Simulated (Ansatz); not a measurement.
A nudged elastic band was laid between two geometries of CH9GeNOSn (14 atoms, charge 0, multiplicity 1).

All numbers below come from Ansatz 0.2.0, RHF/def2-SVP.

```
movable images  : 5
climbing image  : yes
spring          : 5.0 eV/Å²
optimiser       : quadratic models (default)
start path      : through a guess of the saddle point
force threshold : 0.05 eV/Å
iteration limit : 60
end points      : relaxed
```

Initial state:

```xyz
14
Properties=species:S:1:pos:R:3
C -1.534 0.774 1.280
N -0.349 0.047 1.685
Sn 1.384 0.034 0.626
Ge 0.832 -0.964 -1.748
O -0.503 0.048 -2.351
H -1.671 0.698 0.200
H -1.511 1.843 1.529
H -2.427 0.348 1.746
H -0.242 0.014 2.681
H 2.463 -0.959 1.512
H 2.070 1.604 0.474
H 0.363 -2.428 -1.693
H 2.008 -0.881 -2.739
H -0.897 -0.207 -3.171
```

Final state:

```xyz
14
Properties=species:S:1:pos:R:3
C -1.563 0.719 1.276
N -0.384 -0.019 1.678
Sn 1.371 0.014 0.656
Ge 0.874 -0.889 -1.768
O -0.467 0.126 -2.350
H -2.464 0.274 1.709
H -1.679 0.682 0.192
H -1.550 1.778 1.565
H -0.297 -0.088 2.674
H 2.434 -1.013 1.522
H 2.057 1.589 0.581
H 0.430 -2.362 -1.786
H 2.066 -0.743 -2.733
H -0.842 -0.097 -3.188
```

(1) Which bonds break or form, and what moves?

(2) Give the energies along the band, and the barrier.

(3) What is the geometry of the highest image?

(4) What are the harmonic wavenumbers there?

The band took 15 iterations and about 7 core-minutes.

## Answers

(1) No bond is made or broken. The dihedral H8–C1–N2–Sn3 goes from 158 to -81°. The two ends are copies of one structure, up to a mirror image or an exchange of like atoms.

(2) It converged. The highest image is number 3 of 0 to 6, 0.101 eV above the ends, which have the same energy within 2 meV. A vibrational analysis at the climbing image gives one clearly imaginary mode, 326i cm⁻¹: a first-order saddle point.

```csv
image,path coordinate (Å),energy (eV),dihedral H8–C1–N2–Sn3 (°)
0,0.00,0.000,158
1,0.58,0.027,171
2,1.16,0.061,179
3,1.74,0.101,-169
4,2.74,0.063,-150
5,3.75,0.031,-118
6,4.75,0.000,-81
```

(3) 
```xyz
14
Properties=species:S:1:pos:R:3:forces:R:3
C -1.552 0.822 1.221 0.00 -0.01 0.01
N -0.357 0.114 1.611 0.00 0.00 -0.01
Sn 1.393 0.034 0.590 0.00 0.00 0.00
Ge 0.946 -0.969 -1.820 0.00 -0.01 -0.01
O -0.299 -0.009 -2.650 0.00 0.00 0.01
H -2.066 0.358 0.369 0.00 0.00 0.00
H -1.358 1.865 0.948 0.00 0.00 0.00
H -2.269 0.843 2.044 0.00 0.00 0.00
H -0.397 -0.301 2.519 0.00 0.00 0.00
H 2.415 -0.966 1.533 0.00 0.00 0.00
H 2.069 1.608 0.476 0.00 0.00 0.00
H 0.472 -2.432 -1.736 0.00 0.00 0.00
H 2.176 -0.884 -2.728 0.00 0.00 0.00
H -1.188 -0.114 -2.349 0.00 0.00 0.00
```

(4) 326i, 22, 31, 72, 101, 140, 154, 227, 235, 369, 461, 556, 634, 673, 721, 741, 773, 851, 938, 942, 1170, 1238, 1243, 1478, 1580, 1590, 1624, 1982, 2005, 2209, 2254, 3120, 3173, 3241, 3853, 4201 cm⁻¹.

Time of the run: 3.5 min on 2 threads of Intel(R) Xeon(R) 6975P-C (Granite Rapids) (shared host), peak memory 0.47 GiB.
